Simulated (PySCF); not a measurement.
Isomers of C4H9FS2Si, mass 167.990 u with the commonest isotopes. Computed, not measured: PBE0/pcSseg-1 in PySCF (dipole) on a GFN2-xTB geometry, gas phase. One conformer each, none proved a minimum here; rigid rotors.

**Question.** Order these by rotational constant B, largest first.
A. `[CH3:1][C@@H:2]([F:3])[C@@H:4]1[CH2:5][S:6][SiH2:7][S:8]1` with C1–C2–C4–C5 -175°, C2–C4–C5–S6 180°, C4–C5–S6–Si7 42°, C5–S6–Si7–S8 -13°, S6–Si7–S8–C4 -12°
B. `[F:1][C@@H:2]1[CH2:3][SiH2:4][CH2:5][S:6][S:7][CH2:8]1` with F1–C2–C3–Si4 -52°, C2–C3–Si4–C5 -98°, C3–Si4–C5–S6 46°, Si4–C5–S6–S7 31°
C. `[F:1][CH2:2][CH2:3][C@@H:4]1[CH2:5][S:6][SiH2:7][S:8]1` with F1–C2–C3–C4 66°, C2–C3–C4–C5 -170°, C3–C4–C5–S6 180°, C4–C5–S6–Si7 42°, C5–S6–Si7–S8 -11°, S6–Si7–S8–C4 -13°
D. `[F:1][CH2:2][SiH:3]1[S:4][CH2:5][CH2:6][CH2:7][S:8]1` with F1–C2–Si3–S4 97°, C2–Si3–S4–C5 165°, Si3–S4–C5–C6 -60°, S4–C5–C6–C7 79°, C5–C6–C7–S8 -80°
E. `[F:1][C@@H:2]1[CH2:3][S:4][CH2:5][SiH2:6][S:7][CH2:8]1` with F1–C2–C3–S4 -78°, C2–C3–S4–C5 -104°, C3–S4–C5–Si6 75°, S4–C5–Si6–S7 -53°
F. `[CH3:1][CH2:2][C@@H:3]1[CH2:4][S:5][Si@H:6]([F:7])[S:8]1` with C1–C2–C3–C4 -173°, C2–C3–C4–S5 -64°, C3–C4–S5–Si6 -43°, C4–S5–Si6–F7 131°, S5–Si6–S8–C3 13°
G. `[CH3:1][CH2:2][C@@H:3]1[CH2:4][S:5][Si@@H:6]([F:7])[S:8]1` with C1–C2–C3–C4 -176°, C2–C3–C4–S5 -65°, C3–C4–S5–Si6 -38°, C4–S5–Si6–F7 -110°, S5–Si6–S8–C3 18°
H. `[F:1][C@@H:2]1[CH2:3][CH2:4][S:5][CH2:6][S:7][SiH2:8]1` with F1–C2–C3–C4 -57°, C2–C3–C4–S5 -68°, C3–C4–S5–C6 99°, C4–S5–C6–S7 -97°

**Answer.** H (1266 MHz), B (1154 MHz), E (1103 MHz), F (1040 MHz), G (965.4 MHz), D (883.3 MHz), A (830.4 MHz), C (705.1 MHz).

**Question.** Order these by rotational constant C, smallest first.
A. `[F:1][CH2:2][SiH:3]1[S:4][CH2:5][CH2:6][CH2:7][S:8]1` with F1–C2–Si3–S4 97°, C2–Si3–S4–C5 165°, Si3–S4–C5–C6 -60°, S4–C5–C6–C7 79°, C5–C6–C7–S8 -80°
B. `[F:1][C@@H:2]1[CH2:3][CH2:4][S:5][CH2:6][S:7][SiH2:8]1` with F1–C2–C3–C4 -57°, C2–C3–C4–S5 -68°, C3–C4–S5–C6 99°, C4–S5–C6–S7 -97°
C. `[F:1][CH2:2][CH2:3][C@@H:4]1[CH2:5][S:6][SiH2:7][S:8]1` with F1–C2–C3–C4 66°, C2–C3–C4–C5 -170°, C3–C4–C5–S6 180°, C4–C5–S6–Si7 42°, C5–S6–Si7–S8 -11°, S6–Si7–S8–C4 -13°
D. `[CH3:1][CH2:2][C@@H:3]1[CH2:4][S:5][Si@@H:6]([F:7])[S:8]1` with C1–C2–C3–C4 -176°, C2–C3–C4–S5 -65°, C3–C4–S5–Si6 -38°, C4–S5–Si6–F7 -110°, S5–Si6–S8–C3 18°
E. `[CH3:1][CH2:2][Si:3]1([F:4])[S:5][CH2:6][CH2:7][S:8]1` with C1–C2–Si3–F4 59°, C2–Si3–S5–C6 -143°, Si3–S5–C6–C7 45°, S5–C6–C7–S8 -61°, C6–C7–S8–Si3 39°
F. `[F:1][C@@H:2]1[CH2:3][SiH2:4][CH2:5][S:6][S:7][CH2:8]1` with F1–C2–C3–Si4 -52°, C2–C3–Si4–C5 -98°, C3–Si4–C5–S6 46°, Si4–C5–S6–S7 31°
G. `[CH3:1][C@@H:2]([F:3])[C@@H:4]1[CH2:5][S:6][SiH2:7][S:8]1` with C1–C2–C4–C5 -175°, C2–C4–C5–S6 180°, C4–C5–S6–Si7 42°, C5–S6–Si7–S8 -13°, S6–Si7–S8–C4 -12°
H. `[F:1][C@@H:2]1[CH2:3][S:4][CH2:5][SiH2:6][S:7][CH2:8]1` with F1–C2–C3–S4 -78°, C2–C3–S4–C5 -104°, C3–S4–C5–Si6 75°, S4–C5–Si6–S7 -53°

**Answer.** C (605.5 MHz), G (623.2 MHz), A (638.5 MHz), H (720.5 MHz), D (764.1 MHz), E (796.3 MHz), F (815.0 MHz), B (857.0 MHz).

**Question.** Order these by radius of gyration √(Σ m r²/M), largest first.
A. `[CH3:1][CH2:2][Si:3]1([F:4])[S:5][CH2:6][CH2:7][S:8]1` with C1–C2–Si3–F4 59°, C2–Si3–S5–C6 -143°, Si3–S5–C6–C7 45°, S5–C6–C7–S8 -61°, C6–C7–S8–Si3 39°
B. `[F:1][C@@H:2]1[CH2:3][S:4][CH2:5][SiH2:6][S:7][CH2:8]1` with F1–C2–C3–S4 -78°, C2–C3–S4–C5 -104°, C3–S4–C5–Si6 75°, S4–C5–Si6–S7 -53°
C. `[CH3:1][CH2:2][C@@H:3]1[CH2:4][S:5][Si@H:6]([F:7])[S:8]1` with C1–C2–C3–C4 -173°, C2–C3–C4–S5 -64°, C3–C4–S5–Si6 -43°, C4–S5–Si6–F7 131°, S5–Si6–S8–C3 13°
D. `[F:1][CH2:2][CH2:3][C@@H:4]1[CH2:5][S:6][SiH2:7][S:8]1` with F1–C2–C3–C4 66°, C2–C3–C4–C5 -170°, C3–C4–C5–S6 180°, C4–C5–S6–Si7 42°, C5–S6–Si7–S8 -11°, S6–Si7–S8–C4 -13°
E. `[F:1][CH2:2][SiH:3]1[S:4][CH2:5][CH2:6][CH2:7][S:8]1` with F1–C2–Si3–S4 97°, C2–Si3–S4–C5 165°, Si3–S4–C5–C6 -60°, S4–C5–C6–C7 79°, C5–C6–C7–S8 -80°
F. `[F:1][C@@H:2]1[CH2:3][CH2:4][S:5][CH2:6][S:7][SiH2:8]1` with F1–C2–C3–C4 -57°, C2–C3–C4–S5 -68°, C3–C4–S5–C6 99°, C4–S5–C6–S7 -97°

**Answer.** D (2.302 Å), E (2.210 Å), B (2.102 Å), A (2.074 Å), C (2.039 Å), F (2.004 Å).

| SMILES | point group | Ia (u·Å²) | Ib (u·Å²) | Ic (u·Å²) | κ | μa (D) | μb (D) | μc (D) |
| --- | --- | --- | --- | --- | --- | --- | --- | --- |
| F[C@@H]1CSC[SiH2]SC1 | C1 | 325.14 | 458.17 | 701.41 | -0.08 | 1.55 | 0.55 | 1.09 |
| F[C@@H]1CCSCS[SiH2]1 | C1 | 361.05 | 399.11 | 589.71 | 0.51 | 2.48 | 0.82 | 0.54 |
| FC[SiH]1SCCCS1 | C1 | 276.86 | 572.13 | 791.55 | -0.59 | 3.12 | 0.29 | 0.15 |
| CC[C@@H]1CS[Si@H](F)S1 | C1 | 324.68 | 485.75 | 587.02 | -0.48 | 1.65 | 1.58 | 0.99 |
| CC[C@@H]1CS[Si@@H](F)S1 | C1 | 278.36 | 523.47 | 661.43 | -0.62 | 2.81 | 1.01 | 0.05 |
| F[C@@H]1C[SiH2]CSSC1 | C1 | 309.44 | 438.04 | 620.11 | -0.17 | 0.57 | 0.96 | 2.18 |
| CC[Si]1(F)SCCS1 | C1 | 288.44 | 521.89 | 634.64 | -0.64 | 0.84 | 0.50 | 1.86 |
| FCC[C@@H]1CS[SiH2]S1 | C1 | 229.75 | 716.70 | 834.62 | -0.88 | 0.45 | 0.04 | 1.76 |
| C[C@@H](F)[C@@H]1CS[SiH2]S1 | C1 | 240.97 | 608.62 | 810.96 | -0.72 | 0.08 | 1.16 | 0.21 |
